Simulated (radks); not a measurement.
The numbers below are computed, except where a source is named.
Excited configurations of La III: one electron is placed in a higher orbital outside [Xe]. The ground configuration is [Xe] 5d1. Level of theory: Dirac Kohn-Sham, PBE, spin-unpolarised, spherical densities, finite nucleus; open shells fill j = l - 1/2 first; Fermi nuclear charge, rms radius 4.855 fm (a radial shooting solver on a logarithmic mesh with Libxc functionals). Excitation = E - E(ground); binding = E(ion) - E, where the ion is the core of charge +3; n* = 3/sqrt(2 binding) in atomic units, and the quantum defect is n - n*.

outer orbital  excitation (eV)  binding (eV)     n*  quantum defect  eigenvalue (eV)
4f5/2                   -0.319        19.403  2.512           1.488          -11.930
5f5/2                   11.190         7.894  3.938           1.062           -6.226
6s1/2                    1.587        17.497  2.645           3.355          -14.634
6p1/2                    5.039        14.045  2.953           3.047          -11.670
6d3/2                    9.869         9.215  3.645           2.355           -7.678
6f5/2                   13.798         5.286  4.813           1.187           -4.371
7s1/2                    9.795         9.288  3.631           3.369           -7.976
7p1/2                   11.141         7.943  3.926           3.074           -6.779
7d3/2                   13.322         5.762  4.610           2.390           -4.884

The Delta-SCF ionisation energy is 19.084 eV (NIST Atomic Spectra Database: 19.177 eV, measured). Self-interaction in the functional shifts the binding energies and quantum defects, so they are the method's values and not measured ones. Spin polarisation and multiplet splitting are left out, so open shells lie too high by an amount that depends on their filling. A negative excitation energy means that this level of theory puts the configuration below the NIST ground configuration.

Beside tabulated values, note that spin-unpolarised runs miss the spin-polarisation part of the exchange energy of open shells.
